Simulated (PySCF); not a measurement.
Se(Cl)(OH) (ClHOSe), SMILES O[Se]Cl. Geometry: TPSSh-D3(BJ)/def2-TZVP. One conformer was computed; it need not be the lowest.

Computed equilibrium geometry at TPSSh-D3(BJ)/def2-TZVP (PySCF confirms it by a frequency run) as Cartesian coordinates in Å (one conformer of several):
```xyz
4

Se     0.0218    -0.2983     0.5490
Cl     0.2264     1.4319    -0.7622
O     -0.4037    -1.5828    -0.6184
H     -1.3617    -1.5370    -0.7611
```
